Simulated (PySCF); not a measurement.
In(H)2(NH2) (H4InN), SMILES [NH2][InH2]. The structure is a stationary point at PBE0-D3(BJ)/def2-TZVP. The def2 effective core potentials stand for the cores of In; spin–orbit coupling is left out.

Question: Give the equilibrium geometry at PBE0-D3(BJ)/def2-TZVP (PySCF confirms it by a frequency run) as a Z-matrix, and its point group. (Estimate from the structure and the level; the computed values follow.)

Answer: point group C2v.
```
In
N 1 2.0073
H 2 1.0061 1 124.33
H 2 1.0061 3 111.34 1 180.00
H 1 1.7123 2 114.97 3 180.00
H 1 1.7123 5 130.05 2 180.00
```
